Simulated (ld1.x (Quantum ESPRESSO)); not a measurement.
Bi: excitation energies, all-electron against TM

bismuth, norm-conserving Troullier–Martins (Kleinman–Bylander form), made with ld1.x (Quantum ESPRESSO) 7.5 (PBE, scalar-relativistic). Core [Xe] 4f14 5d10, reference 6s1 6p4. Waves: 6p (bound): rc 1.85 bohr; 6d channel at 0.05 Ry: rc 1.85 bohr; 6s (bound): rc 1.90 bohr. Local part: the s channel. Core correction: a·sin(br)/r model core, default radius (core density twice the valence density).

Energies are relative to the spin-unpolarised reference configuration 6s1 6p4; without spin polarisation the order of configurations can differ from experiment.

Q: Give the all-electron excitation energy and the error of the potential for: 6s2 6p3; 6s2 6p2; 6s2 6p1; 6s2 6p2.5; 6s1 6p0; 6s2 6p3.3; 6s0 6p5.

A:

| valence configuration | charge | ΔE all-electron (eV) | error AE − PS (meV) |
| --- | --- | --- | --- |
| 6s2 6p3 | 0 | -10.082 | -21 |
| 6s2 6p2 | +1 | -2.170 | -11 |
| 6s2 6p1 | +2 | 13.077 | -29 |
| 6s2 6p2.5 | +0.5 | -6.985 | -15 |
| 6s1 6p0 | +4 | 81.825 | -620 |
| 6s2 6p3.3 | -0.3 | -11.176 | -23 |
| 6s0 6p5 | 0 | 10.419 | -23 |

Levels in the configuration 6s2 6p2:

```json
{"level": "6s", "all-electron (eV)": "-22.110", "pseudo (eV)": "-22.074"}
{"level": "6p", "all-electron (eV)": "-11.439", "pseudo (eV)": "-11.429"}
```

Note: ghost state, extra bound levels that the all-electron valence spectrum of the same l lacks: d at -32.3 eV. A true bound ghost makes a file unfit for plane-wave use.
